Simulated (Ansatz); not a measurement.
Molecule: sum formula SnO2H (charge +1, singlet). It need not be the lowest isomer of its formula. 
Coordinates optimised at B3LYP-D3(BJ)/def2-TZVP (Ansatz, a program for electronic structure):
SMILES: [OH+]=[Sn]=[O]
```xyz
4

Sn    -0.0280    -0.0258     0.0365
O      1.3917     0.3342    -1.1541
O     -1.4828    -0.1350     1.0745
H      2.1274    -0.3057    -1.1914
```
Charge +1, spin multiplicity 1.

Basis-set convergence of Hartree-Fock and MP2 correlation energies (hartree) with Ansatz. Cores are frozen in the correlated levels unless marked. No spin-orbit coupling. The frozen core is the preceding noble-gas configuration, with the filled d and f shells of earlier blocks. Past Kr the def2 sets carry scalar-relativistic core potentials.

The Hartree-Fock reference is unstable (checked in the largest basis), which strains HF and MP2. The T1 diagnostic of CCSD in the largest basis is 0.034, which is high, so the coupled-cluster rows are less sure than usual.

| basis | functions | E(HF) | E(corr, MP2) |
|---|---|---|---|
| def2-SVP | 59 | -363.13062 | -0.46944 |
| def2-TZVPP | 126 | -363.35362 | -0.58093 |
| def2-QZVPP | 226 | -363.36406 | -0.62396 |

Extrapolating the two largest sets (X = 3 and 4) as X^-3: E(corr) = (64·(-0.62396) - 27·(-0.58093))/37 = -0.6554 Eh, an estimate of the basis-set limit. The largest set recovers 95.2 % of it, the smallest 71.6 %.
